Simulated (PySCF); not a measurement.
Problem. Give a GFN2-xTB geometry of `N#C[C@@H]1OCC1=O`.

Solution. 
```
atom  x, y, z in Å
N1     2.9010    0.2907    0.3645
C2     1.8655    0.1769   -0.1032
C3     0.5373    0.0362   -0.6522
O4    -0.3291    1.1500   -0.3882
C5    -1.2267    0.3745    0.4108
C6    -0.4039   -0.8638    0.1627
O7    -0.4421   -2.0160    0.4437
H8     0.6002   -0.2072   -1.7202
H9    -2.2424    0.3580    0.0062
H10   -1.2510    0.7054    1.4534
```

Any rigid rotation of these coordinates is as good. Atoms count from 1 in this order. The 3 C–O bonds span 1.187 Å (C6=O7, drawn double) to 1.436 Å (C3–O4, drawn single), a spread of 0.249 Å. The C–C distances run from 1.444 Å (C2–C3, drawn single) to 1.536 Å (C3–C6, drawn single), a spread of 0.092 Å. The 4-membered ring C3–O4–C5–C6 has internal angles of 86.6° to 93.5°; it is planar, 0.01 Å rms from its mean plane, widest ring torsion 1°.

Bonds between heavy atoms (Å): N1≡C2 1.142, C2–C3 1.444, C3–O4 1.436, O4–C5 1.430, C5–C6 1.507, C6=O7 1.187, C3–C6 1.536.

Computed geometry: GFN2-xTB, gas phase.

Point group: C1 (no symmetry element, even within 0.4 Å). Stationary, but not proved a minimum.
